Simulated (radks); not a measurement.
The numbers below are computed, except where a source is named.
Cd IV, 45 electrons, occupied as [Kr] 4d9. Code: a radial shooting solver on a logarithmic mesh with Libxc functionals. Model: scalar-relativistic Kohn-Sham, OLYP, spin-polarised, spherical densities, point nucleus; open shells are filled with parallel spins first (spin-orbit coupling, left out, can overturn this in heavy ions).

Local quantities along the radius. ELF = 1/(1 + alpha^2) is the electron localisation function; alpha = (tau - tau_W)/tau_unif compares the Pauli kinetic energy density with that of the uniform gas (summed over spins); 4 pi r^2 rho is in e/bohr; s = |grad rho|/(2 (3 pi^2)^(1/3) rho^(4/3)) is the reduced gradient; -r V(r) is the screened charge that the Kohn-Sham potential of spin up presents (atomic units). tau is taken from the large components.

r (bohr),ELF,alpha,4 pi r^2 rho,s,-r V(r)
0.001388,0.999,0.02274,2.396,0.6561,47.69
0.001836,0.999,0.02322,3.877,0.5933,47.59
0.002449,0.999,0.02446,6.268,0.5483,47.44
0.00324,0.999,0.02668,9.813,0.5203,47.25
0.004287,0.999,0.03037,14.99,0.5056,47.00
0.005672,0.999,0.03646,22.17,0.5035,46.68
0.007505,0.998,0.04678,31.43,0.5139,46.25
0.00993,0.996,0.06528,42.13,0.5383,45.69
0.01324,0.990,0.1027,52.81,0.5802,44.96
0.01752,0.968,0.1815,60.00,0.6383,44.05
0.02319,0.882,0.3661,61.36,0.7045,42.90
0.03068,0.618,0.7857,57.19,0.7303,41.47
0.04059,0.345,1.378,53.08,0.6044,39.72
0.05371,0.362,1.328,57.16,0.3622,37.70
0.07164,0.622,0.7794,70.43,0.2876,35.24
0.09478,0.759,0.5633,78.31,0.3890,32.45
0.1254,0.625,0.7749,68.67,0.5238,29.31
0.1659,0.325,1.440,54.26,0.4514,25.84
0.2196,0.453,1.099,56.93,0.2199,22.28
0.2905,0.741,0.5912,63.17,0.3146,18.68
0.3875,0.703,0.6499,45.41,0.5939,15.21
0.5127,0.238,1.788,22.21,0.7153,12.01
0.6783,0.375,1.291,18.49,0.2236,9.424
0.8975,0.760,0.5617,20.11,0.3508,7.134
1.188,0.700,0.6550,13.52,0.6490,5.416
1.584,0.404,1.214,5.333,1.119,4.298
2.096,0.115,2.770,1.381,1.997,3.627
2.773,0.016,7.737,0.2305,4.079,3.616
3.669,0.001,32.84,0.01959,11.35,3.531
4.854,0.000,290.8,0.0005581,45.89,3.164

On this mesh the ELF has minima near r = 0.047, 0.17, 0.59 bohr, which separate the shells, and maxima near 0.095 (0.76), 0.34 (0.77), 1.0 (0.76).
